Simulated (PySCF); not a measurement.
# Reading the logs of faulty runs: BH3NOSi cation

Calculated results; nothing here was measured. The program is PySCF 2.14.0, an open-source quantum chemistry code, run on an isolated molecule that a program drew, which may never have been made. The molecule is BH3NOSi cation (charge +1, singlet), drawn as the SMILES string `N=B[SiH+]O`.

Each row is a Hartree-Fock (HF) and frozen-core CCSD(T) single point in the cc-pV(D+d)Z basis, meant for a local HF minimum. Run 1 is clean. Each other run has one planted mistake out of seven kinds, and not every kind appears here: one electron removed, one electron added, multiplicity raised by two, geometry at a saddle point, minimal basis STO-3G, one bond length entered in bohr, all coordinates scaled. The reference is restricted for singlets and unrestricted otherwise, and also for a bond in bohr. Adding or removing an electron swaps singlet and doublet. Electrons count all cores. HOMO and LUMO are orbital energies over both spins, the gradient is its largest component, and the lowest frequency (negative if imaginary) is given only where the gradient is small. Bond lengths are over the 6 bonds as drawn. T1 is the CCSD diagnostic: over 0.02 (restricted) or 0.045 (unrestricted) a single reference is doubtful.

Geometry of the clean run:
```xyz
7
BH3NOSi cation, angstrom
N    -0.5660    0.6405   -0.0825
B    -0.2197    1.2208    0.9254
Si    0.3409    2.1600    2.5572
O    -0.3648    1.9176    3.9352
H    -0.8460    0.1680   -0.9099
H     1.4212    3.1299    2.6342
H    -1.0885    1.3495    4.1824
```

| run | electrons | basis functions | <S^2> | HOMO (eV) | LUMO (eV) | gradient (hartree/bohr) | lowest frequency (cm^-1) | mean bond (Å) | longest bond (Å) | T1 | HF (hartree) | CCSD(T) (hartree) | mistake |
|---|---|---|---|---|---|---|---|---|---|---|---|---|---|
| 1 | 36 | 80 | 0.000 | -16.88 | -5.45 | 4.0e-05 | 139 | 1.3574 | 1.964 | 0.0201 | -444.44889 | -445.00059 | no fault |
| 2 | 36 | 27 | 0.000 | -15.40 | -2.12 | 6.9e-02 | - | 1.3574 | 1.964 | 0.0268 | -439.11782 | -439.36817 | minimal basis STO-3G |
| 3 | 36 | 80 | 0.992 | -16.25 | -6.68 | 9.4e-03 | - | 1.5898 | 2.961 | 0.0238 | -444.29894 | -444.80696 | one bond length entered in bohr |
| 4 | 35 | 80 | 0.764 | -25.62 | -13.34 | 9.5e-02 | - | 1.3574 | 1.964 | 0.0206 | -443.90791 | -444.39900 | ? |
| 5 | 37 | 80 | 0.775 | -6.86 | 2.16 | 5.7e-02 | - | 1.3574 | 1.964 | 0.0176 | -444.67450 | -445.22800 | ? |

**Which mistake was planted in run 4, and what did it cost?**

It counts 35 electrons, one fewer than the clean run, at the same geometry and basis. So the mistake is: one electron removed. Subtracting run 1 and multiplying by 627.51 kcal/mol a hartree, the energy moved by 339.5 kcal/mol in HF and 377.5 kcal/mol in CCSD(T).

**Which mistake was planted in run 5, and what did it cost?**

It counts 37 electrons, one more than the clean run, at the same geometry and basis. So the mistake is: one electron added. Subtracting run 1 and multiplying by 627.51 kcal/mol a hartree, the energy moved by -141.6 kcal/mol in HF and -142.7 kcal/mol in CCSD(T).

Cautions from the logs. Run 1: T1 is over the limit, so its CCSD(T) energy is less reliable; run 2: T1 is over the limit, so its CCSD(T) energy is less reliable.
